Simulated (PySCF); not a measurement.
Species: C7H12FP.
Numbering: `[CH3:1][CH:2]([CH3:3])[P:4]1[CH2:5][CH:6]=[C:7]([F:8])[CH2:9]1` (hydrogens: H10, H11, H12 on C1; H13 on C2; H14, H15, H16 on C3; H17, H18 on C5; H19 on C6; H20, H21 on C9)

The same species was optimised twice, with GFN2-xTB and with PBE0-D3(BJ)/def2-SVP (PySCF), and the same property calculations (PySCF, gas phase) were run on both structures.

```tsv
coordinate	GFN2-xTB	PBE0-D3(BJ)/def2-SVP	change
C7–F8 (Å)	1.350	1.332	-0.018
C6=C7 (Å)	1.320	1.334	+0.014
P4–C5 (Å)	1.880	1.886	+0.006
C2–P4 (Å)	1.884	1.878	-0.006
C5–C6 (Å)	1.493	1.496	+0.003
P4–C9 (Å)	1.874	1.876	+0.002
C2–C3 (Å)	1.526	1.525	-0.001
C1–C2 (Å)	1.526	1.525	-0.001
C7–C9 (Å)	1.492	1.491	-0.001
C1–C2–C3 (°)	109.4	110.5	+1.1
C5–P4–C9 (°)	90.6	91.5	+0.9
C2–P4–C9 (°)	98.3	99.0	+0.7
C2–P4–C5 (°)	98.5	99.1	+0.6
C3–C2–P4 (°)	109.5	110.0	+0.5
C5–C6–C7 (°)	114.6	114.9	+0.3
C6–C7–C9 (°)	119.1	119.3	+0.2
C6–C7–F8 (°)	123.8	123.6	-0.2
C1–C2–P4–C5 (°)	74	73	-1
```

Rotational constants: A = 2236, B = 938.6, C = 825.6 MHz (GFN2-xTB) against A = 2289, B = 921.1, C = 803.1 MHz (PBE0-D3(BJ)/def2-SVP). Point groups within 0.08 Å: C1 and C1. Atoms that the bonding makes alike are paired by their places after alignment.

On the GFN2-xTB structure: HOMO (eV) -6.84 [PBE0/pcSseg-1]; LUMO (eV) 0.46 [PBE0/pcSseg-1]; dipole (D) 1.20 [PBE0/pcSseg-1]; GIAO shielding of C1/C3 (mean) (ppm) 165.8 [PBE0/pcSseg-1]; GIAO shielding of C2 (ppm) 156.9 [PBE0/pcSseg-1]; GIAO shielding of P4 (ppm) 333.8 [PBE0/pcSseg-1]; GIAO shielding of C5 (ppm) 158.7 [PBE0/pcSseg-1]; GIAO shielding of C6 (ppm) 78.0 [PBE0/pcSseg-1]; GIAO shielding of C7 (ppm) 13.4 [PBE0/pcSseg-1]; GIAO shielding of F8 (ppm) 284.8 [PBE0/pcSseg-1]; GIAO shielding of C9 (ppm) 154.7 [PBE0/pcSseg-1].

Problem. What do these properties become on the PBE0-D3(BJ)/def2-SVP structure?

Solution. 
```json
{"property": "HOMO (eV)", "level": "PBE0/pcSseg-1", "on GFN2-xTB": "-6.84", "on PBE0-D3(BJ)/def2-SVP": "-6.74", "change": "+0.10"}
{"property": "LUMO (eV)", "level": "PBE0/pcSseg-1", "on GFN2-xTB": "0.46", "on PBE0-D3(BJ)/def2-SVP": "0.51", "change": "+0.05"}
{"property": "dipole (D)", "level": "PBE0/pcSseg-1", "on GFN2-xTB": "1.20", "on PBE0-D3(BJ)/def2-SVP": "1.23", "change": "+0.03"}
{"property": "energy, GFN2-xTB geometry as zero (kcal/mol)", "level": "PBE0/pcSseg-1", "on GFN2-xTB": "0.0", "on PBE0-D3(BJ)/def2-SVP": "-0.6", "change": "-0.6"}
{"property": "GIAO shielding of C1/C3 (mean) (ppm)", "level": "PBE0/pcSseg-1", "on GFN2-xTB": "165.8", "on PBE0-D3(BJ)/def2-SVP": "164.1", "change": "-1.7"}
{"property": "GIAO shielding of C2 (ppm)", "level": "PBE0/pcSseg-1", "on GFN2-xTB": "156.9", "on PBE0-D3(BJ)/def2-SVP": "155.7", "change": "-1.2"}
{"property": "GIAO shielding of P4 (ppm)", "level": "PBE0/pcSseg-1", "on GFN2-xTB": "333.8", "on PBE0-D3(BJ)/def2-SVP": "337.5", "change": "+3.7"}
{"property": "GIAO shielding of C5 (ppm)", "level": "PBE0/pcSseg-1", "on GFN2-xTB": "158.7", "on PBE0-D3(BJ)/def2-SVP": "157.3", "change": "-1.4"}
{"property": "GIAO shielding of C6 (ppm)", "level": "PBE0/pcSseg-1", "on GFN2-xTB": "78.0", "on PBE0-D3(BJ)/def2-SVP": "75.9", "change": "-2.1"}
{"property": "GIAO shielding of C7 (ppm)", "level": "PBE0/pcSseg-1", "on GFN2-xTB": "13.4", "on PBE0-D3(BJ)/def2-SVP": "12.8", "change": "-0.6"}
{"property": "GIAO shielding of F8 (ppm)", "level": "PBE0/pcSseg-1", "on GFN2-xTB": "284.8", "on PBE0-D3(BJ)/def2-SVP": "284.2", "change": "-0.6"}
{"property": "GIAO shielding of C9 (ppm)", "level": "PBE0/pcSseg-1", "on GFN2-xTB": "154.7", "on PBE0-D3(BJ)/def2-SVP": "154.0", "change": "-0.7"}
```

The heavy atoms differ by 0.053 Å rms after alignment. Among bonds between heavy atoms C7–F8 changes most (-0.018 Å). Changes are differences of the printed values. Neither structure is proved a minimum here.
